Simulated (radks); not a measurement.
Results of a calculation; reference values are marked as such.
The gallium ion Ga+, 30 electrons, occupied as [Ar] 3d10 4s2 (the NIST ground configuration).

Level of theory: scalar-relativistic Kohn-Sham, r2SCAN, spin-polarised, spherical densities, finite nucleus; meta-GGA in the generalised Kohn-Sham scheme; Fermi nuclear charge, rms radius 3.9973 fm (a radial shooting solver on a logarithmic mesh with Libxc functionals).

Energy parts (eV):
| part | energy |
|---|---|
| total | -52899.908 |
| kinetic | 53800.938 |
| electron-nucleus | -127240.027 |
| Hartree | 22596.039 |
| exchange-correlation | -2056.857 |

Orbitals (lengths in bohr, moments of r in powers of bohr):
| orbital | occ. | eigenvalue (eV) | <r> | <r^4> |
|---|---|---|---|---|
| 1s | 2 | -10268.11 | 0.04861 | 0.00002607 |
| 2s | 2 | -1282.203 | 0.2175 | 0.005419 |
| 2p | 6 | -1115.308 | 0.1907 | 0.004010 |
| 3s | 2 | -161.1592 | 0.6511 | 0.3883 |
| 3p | 6 | -110.1870 | 0.6789 | 0.5181 |
| 3d | 10 | -27.9996 | 0.8050 | 1.903 |
| 4s | 2 | -16.6139 | 2.217 | 51.51 |

The highest occupied level is 4s at -16.614 eV. For comparison, the ionisation energy in NIST's Atomic Spectra Database is 20.515 eV (measured). In exact Kohn-Sham theory the highest level is minus the ionisation energy, but local and semilocal functionals leave it too shallow, through self-interaction and a potential that decays too fast; potentials with the right tail come closer. Summed over all electrons, <r^2> = 24.35 bohr^2, which gives a Langevin (diamagnetic) susceptibility term of -19.3 x 10^-6 cm^3/mol.
